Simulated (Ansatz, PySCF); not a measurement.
This PySCF input computes a BLYP/def2-TZVPD energy:

```python
from pyscf import gto, scf, dft

mol = gto.M(
    atom='''
    Si    0.04395211   -0.05767862    0.02753163
    O    -0.65489506   -1.35585896    0.71394472
    N    -1.42894126    0.85620342   -0.17052083
    N     1.12855003    0.93588665    0.89662770
    N     0.82442656   -0.50307229   -1.41261033
    H    -2.11997761    0.50046510   -0.81616338
    H    -1.88123916    1.27576735    0.63015688
    H     2.07760606    0.62466943    1.03164113
    H     0.81969264    1.49603984    1.67536114
    H     0.61864332   -1.36663448   -1.88428199
    H     1.44085818    0.10094068   -1.92819021
    ''',
    basis='def2-tzvpd',
    charge=0,
    spin=1,
    verbose=4,
)

mf = dft.UKS(mol, xc='blyp').density_fit(auxbasis='def2-universal-jkfit')
mf.grids.level = 3
mf.conv_tol = 1e-9
mf.max_cycle = 100
mf.max_memory = 1500
mf.kernel()
if not mf.converged:
    mf = mf.newton()
    mf.kernel(mf.make_rdm1())
for _ in range(2):
    mo, _, stable, _ = mf.stability(return_status=True)
    if stable:
        break
    mf.kernel(mf.make_rdm1(mo, mf.mo_occ))
mf.analyze()
```

Problem. Write an input for the same energy in Ansatz (a quantum-chemistry and plane-wave program) and say what it gives.

Solution. 
Ansatz 0.2 input:
```yaml
crystal:
  periodic: [false, false, false]
  atoms:
    - {symbol: Si, position_ang: [0.04395211, -0.05767862, 0.02753163]}
    - {symbol: O, position_ang: [-0.65489506, -1.35585896, 0.71394472]}
    - {symbol: N, position_ang: [-1.42894126, 0.85620342, -0.17052083]}
    - {symbol: N, position_ang: [1.12855003, 0.93588665, 0.89662770]}
    - {symbol: N, position_ang: [0.82442656, -0.50307229, -1.41261033]}
    - {symbol: H, position_ang: [-2.11997761, 0.50046510, -0.81616338]}
    - {symbol: H, position_ang: [-1.88123916, 1.27576735, 0.63015688]}
    - {symbol: H, position_ang: [2.07760606, 0.62466943, 1.03164113]}
    - {symbol: H, position_ang: [0.81969264, 1.49603984, 1.67536114]}
    - {symbol: H, position_ang: [0.61864332, -1.36663448, -1.88428199]}
    - {symbol: H, position_ang: [1.44085818, 0.10094068, -1.92819021]}
basis:
  gaussian:
    orbitals: def2-TZVPD
hamiltonian:
  xc: {name: BLYP}
magnetization: {spin_polarized: true, initial_magnetization: 1}
output: {forces: true}
```
It gives -532.72187 Eh, and PySCF -532.72200 Eh, a difference of 0.13 mEh, from the treatment of integrals and grids.

It need not be the lowest isomer of its formula.
